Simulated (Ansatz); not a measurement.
Mulliken charges of CH₆AlNSi, SMILES `[AlH2][N]1C[SiH2]1` from PBE/def2-TZVPP in Ansatz (PBE0-D4/def2-TZVP geometry).

| atom | x (Å) | y (Å) | z (Å) | charge (e) |
| --- | --- | --- | --- | --- |
| Al1 | -0.212 | 1.961 | 0.164 | 0.317 |
| N2 | -0.004 | 0.220 | -0.027 | -0.239 |
| C3 | -0.124 | -1.002 | 0.823 | -0.163 |
| Si4 | 0.364 | -1.188 | -0.927 | 0.264 |
| H5 | 0.051 | 2.862 | -1.112 | -0.125 |
| H6 | -0.644 | 2.535 | 1.576 | -0.124 |
| H7 | 0.613 | -1.095 | 1.619 | 0.092 |
| H8 | -1.132 | -1.251 | 1.149 | 0.092 |
| H9 | -0.600 | -1.653 | -1.950 | -0.058 |
| H10 | 1.771 | -1.442 | -1.312 | -0.058 |

Question: By hand: the dipole of these point charges (1 e Å = 4.8032 D).

Answer: Σ q r = (0.008, -0.290, 0.067) e Å, of length 0.298 e Å = 1.43 D.

Question: How does the dipole of the full density compare? (An estimate is asked.)

Answer: Ansatz gave: (0.024, -0.222, -0.017) e Å, 1.08 D; the point charges give 1.32 times that, at 18° from its direction.

Point charges leave out the atoms' own dipoles, such as those of lone pairs, and Mulliken's split depends on the basis, so the two needn't agree.
